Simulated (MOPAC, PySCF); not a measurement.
CH₂B₂O, SMILES `OC1=BB1` (H–O–C–B torsion 180°), neutral singlet in the gas phase. 

Cartesian coordinates (Å):
```xyz
6

O      1.6663    -0.0042     0.0605
C      0.4544     0.5092     0.0218
B     -0.6377     1.3486    -0.0077
B     -1.0446    -0.1036    -0.0431
H      1.6294    -0.9722     0.0459
H     -1.4515    -1.2145    -0.0738
```
Charge 0, multiplicity 1.

All levels are single points at this geometry (r2SCAN-D4/def2-TZVP); Pople sets use spherical d functions. Orbital energies aren't observables, and empty levels follow the basis.

| level | HOMO (eV) | LUMO (eV) | gap (eV) | dipole (D) | vertical IE, Delta-SCF (eV) |
|---|---|---|---|---|---|
| PBE-D3(BJ)/def2-TZVP in PySCF | -6.32 | -3.26 | 3.05 | 2.32 | 9.72 |
| r2SCAN-D4/def2-TZVP in PySCF | -6.51 | -3.11 | 3.40 | 2.33 | 9.69 |
| B3LYP/6-31G* in PySCF | -6.81 | -2.17 | 4.64 | 2.18 | 9.51 |
| M06-2X/6-31G* in PySCF | -8.30 | -1.14 | 7.16 | 2.12 | – |
| AM1 in MOPAC | -8.80 | -0.75 | 8.06 | 2.36 | – |
| PM7 in MOPAC | -9.75 | -1.10 | 8.65 | 1.72 | – |
